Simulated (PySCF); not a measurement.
Gas-phase reaction: SnI4 → SnI2 + I2

Energies from PySCF (xtb for GFN2), thermal terms from the rigid-rotor harmonic-oscillator model, ideal gas at 1 bar. † marks an energy on the PBE0/def2-TZVP geometry and frequencies; other levels use their own. MP2 freezes the core. All species are closed-shell singlets. I, Sn: scalar-relativistic def2 core potential, no spin-orbit coupling. MP2 isn't extrapolated to the basis-set limit; its ΔH°(298 K) is 210.9 kJ in def2-SVP and 202.3 kJ in def2-TZVPP. The harmonic model lacks anharmonicity and excited electronic states, which grow with temperature; levels with a mode under 35 cm⁻¹ are left out. Soft modes under 120 cm⁻¹ make the harmonic entropy rough for SnI4, SnI2.

```
level               ΔE electronic, kJ  ΔH°(298 K), kJ  ΔS°(298 K), J/K  ΔG°(1800 K), kJ
------------------  -----------------  --------------  ---------------  ---------------
BLYP/def2-TZVP†                   104             100              157             -162
GFN2-xTB                           28              24              148             -221
HF/def2-TZVP†                     168             164              157              -98
MP2/def2-SVP†                     215             211              157              -51
MP2/def2-TZVPP†                   206             202              157              -60
PBE/def2-TZVP†                    143             139              157             -123
PBE0/def2-QZVP†                   165             161              157             -100
PBE0/def2-TZVP                    166             162              157              -99
r2SCAN/def2-TZVP†                 176             172              157              -90
LDA/def2-TZVP†                    180             176              157              -86
ωB97M-V/def2-TZVP†                180             176              157              -86
```
ΔH° is lowest at GFN2-xTB and highest at MP2/def2-SVP†. No reference value is set beside these.
